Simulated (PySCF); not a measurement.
A thermochemical cycle for SnO

CCSD(T) in PySCF with def2-TZVPPD on every atom (core potentials on Sn), for the lowest determinant that a PBE0 search found; no spin–orbit coupling. SnO, a singlet (closed shell), has De = 5.57 eV to neutral atoms, and SnO⁺, a doublet (π ↑), has De = 3.10 eV to Sn⁺ + O.

At the same level the Sn atom ionises at 7.26 eV.

Task: What is the adiabatic ionisation energy of the molecule, and does ionisation strengthen or weaken the bond?

Result: IE = IE(Sn) + De(neutral) − De(ion) = 7.26 + 5.57 − 3.10 = 9.73 eV. De changes by -2.47 eV, so ionisation weakens the bond.

Correlated steps freeze 5 core orbitals. These are scalar-relativistic numbers at best; spin–orbit coupling would shift them, the dissociation energy most. For an ion De counts to the pair picked by the measured ionisation energies or electron affinities, which need not be the lowest pair at this level. Where the molecule has an RHF reference, its open-shell atoms are computed with UHF. The CCSD T1 diagnostic is raised in SnO, a sign that a single reference may not be enough there. States were picked by a PBE0 search and need not be the measured ground states.
